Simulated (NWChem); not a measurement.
Program: NWChem. System: CH$_{3}$Se$_{2}$, charge 0, spin multiplicity 2, at a geometry optimised with UPBE/def2-SVP. The structure started from a generated list of species. Its SCF solution wasn't tested for a lower state. Level: UHF/def2-TZVP.

Job file:

```
start mol
memory heap 200 mb stack 900 mb global 1100 mb
geometry units angstroms nocenter noautoz
  C      2.157023     0.407948     0.000000
  Se     0.574524    -0.778415     0.000000
  Se    -1.170680     0.652526     0.000000
  H      2.137132     1.038253     0.907783
  H      3.052876    -0.243968     0.000000
  H      2.137132     1.038253    -0.907783
  symmetry group Cs
end
basis spherical
  * library def2-tzvp
end
scf
  uhf
  nopen 1
  maxiter 100
  thresh 1e-7
  semidirect memsize 60000000 filesize 0
  # guess.movecs holds the orbitals of an unrestricted PBE0 run
  vectors input guess.movecs output mol.movecs
end
task scf energy
```

NWChem printed:

```
             Northwest Computational Chemistry Package (NWChem) 7.3.0
             --------------------------------------------------------

                                NWChem Input Module
                                -------------------

 Scaling coordinates for geometry "geometry" by  1.889725989
 (inverse scale =  0.529177249)

 Turning off AUTOSYM since
 SYMMETRY directive was detected!

                             Geometry "geometry" -> ""
                             -------------------------

 Output coordinates in angstroms (scale by  1.889725989 to convert to a.u.)

  No.       Tag          Charge          X              Y              Z
 ---- ---------------- ---------- -------------- -------------- --------------
    1 C                    6.0000     2.15702300     0.40794800     0.00000000
    2 Se                  34.0000     0.57452400    -0.77841500     0.00000000
    3 Se                  34.0000    -1.17068000     0.65252600     0.00000000
    4 H                    1.0000     2.13713200     1.03825300     0.90778300
    5 H                    1.0000     3.05287600    -0.24396800     0.00000000
    6 H                    1.0000     2.13713200     1.03825300    -0.90778300

 Effective nuclear repulsion energy (a.u.)     403.2057277026

            Nuclear Dipole moment (a.u.)
            ----------------------------
        X                 Y               Z
 ---------------- ---------------- ----------------
    -0.0000491329     0.0000000000     0.0000000000

      Symmetry information
      --------------------

 Group name             Cs
 Group number              2
 Group order               2
 No. of unique centers     5

      Symmetry unique atoms

     1    2    3    4    5


 Summary of "ao basis" -> "" (spherical)
 ------------------------------------------------------------------------------
       Tag                 Description            Shells   Functions and Types
 ---------------- ------------------------------  ------  ---------------------
 *                         def2-tzvp                  on all atoms

 Summary of "ao basis" -> "ao basis" (spherical)
[...]
         291.229247449721         747.069747070197           0.000000000000
           0.000000000000           0.000000000000        1046.794333299205

  Mulliken analysis of the total density
  --------------------------------------

    Atom       Charge   Shell Charges
 -----------   ------   -------------------------------------------------------
    1 C    6     6.34   0.85  1.12  0.47  0.74  0.03  1.19  1.48  0.38  0.02  0.06  0.00
    2 Se  34    33.95   2.00  2.00  1.16  0.78  0.99  0.91  6.00  5.93  0.93  2.23  0.85  8.97  1.04  0.03  0.10  0.02
    3 Se  34    34.12   2.00  2.00  1.17  0.78  1.01  0.97  6.00  5.93  0.92  2.22  1.05  8.97  1.04  0.01  0.07  0.01
    4 H    1     0.86   0.26  0.48  0.10  0.02
    5 H    1     0.87   0.26  0.48  0.11  0.02
    6 H    1     0.86   0.26  0.48  0.10  0.02

  Mulliken analysis of the alpha density
  --------------------------------------

    Atom       Charge   Shell Charges
 -----------   ------   -------------------------------------------------------
    1 C    6     3.16   0.43  0.56  0.24  0.37  0.01  0.59  0.73  0.19  0.01  0.03  0.00
    2 Se  34    17.03   1.00  1.00  0.58  0.39  0.50  0.46  3.00  2.97  0.49  1.16  0.42  4.48  0.52  0.02  0.05  0.01
    3 Se  34    17.51   1.00  1.00  0.58  0.39  0.51  0.49  3.00  2.97  0.55  1.37  0.61  4.48  0.52  0.01  0.03  0.00
    4 H    1     0.43   0.13  0.24  0.05  0.01
    5 H    1     0.43   0.13  0.24  0.05  0.01
    6 H    1     0.43   0.13  0.24  0.05  0.01

   Mulliken analysis of the beta density
   -------------------------------------

    Atom       Charge   Shell Charges
 -----------   ------   -------------------------------------------------------
    1 C    6     3.18   0.43  0.56  0.24  0.37  0.02  0.60  0.74  0.19  0.01  0.03  0.00
    2 Se  34    16.92   1.00  1.00  0.58  0.39  0.49  0.46  3.00  2.97  0.44  1.07  0.43  4.49  0.52  0.02  0.05  0.01
    3 Se  34    16.61   1.00  1.00  0.58  0.39  0.50  0.48  3.00  2.96  0.36  0.85  0.44  4.49  0.52  0.00  0.03  0.01
    4 H    1     0.43   0.13  0.24  0.05  0.01
    5 H    1     0.43   0.13  0.24  0.05  0.01
    6 H    1     0.43   0.13  0.24  0.05  0.01

   Mulliken analysis of the spin density
   -------------------------------------

    Atom       Charge   Shell Charges
 -----------   ------   -------------------------------------------------------
    1 C    6    -0.02  -0.00  0.00 -0.00 -0.00 -0.00 -0.01 -0.01 -0.00  0.00  0.00  0.00
    2 Se  34     0.12   0.00  0.00  0.00 -0.00  0.01 -0.00  0.00  0.00  0.04  0.08 -0.01 -0.00  0.00  0.00 -0.00 -0.00
    3 Se  34     0.90  -0.00  0.00  0.00 -0.00  0.01  0.01  0.00  0.01  0.19  0.52  0.17 -0.01  0.00  0.00 -0.00 -0.00
    4 H    1     0.01   0.00  0.00  0.00 -0.00
    5 H    1    -0.00  -0.00 -0.00 -0.00 -0.00
    6 H    1     0.01   0.00  0.00  0.00 -0.00

       Multipole analysis of the density wrt the origin
       ------------------------------------------------

     L   x y z        total         alpha         beta         nuclear
     -   - - -        -----         -----         ----         -------
     0   0 0 0     -0.000000    -39.000000    -38.000000     77.000000

     1   1 0 0      0.783299      1.225254     -0.441906     -0.000049
     1   0 1 0      0.199871     -0.312538      0.512409      0.000000
     1   0 0 1      0.000000     -0.000000      0.000000      0.000000

     2   2 0 0    -29.710871   -203.802641   -197.979457    372.071227
     2   1 1 0     -0.319472     58.928419     55.759319   -115.007210
     2   1 0 1     -0.000000     -0.000000     -0.000000      0.000000
     2   0 2 0    -33.454943    -86.590607    -83.609215    136.744879
     2   0 1 1      0.000000      0.000000      0.000000      0.000000
     2   0 0 2    -32.887198    -21.223088    -17.549723      5.885614

 Task  times  cpu:       12.3s     wall:       12.3s

 Total times  cpu:       12.3s     wall:       12.3s
```
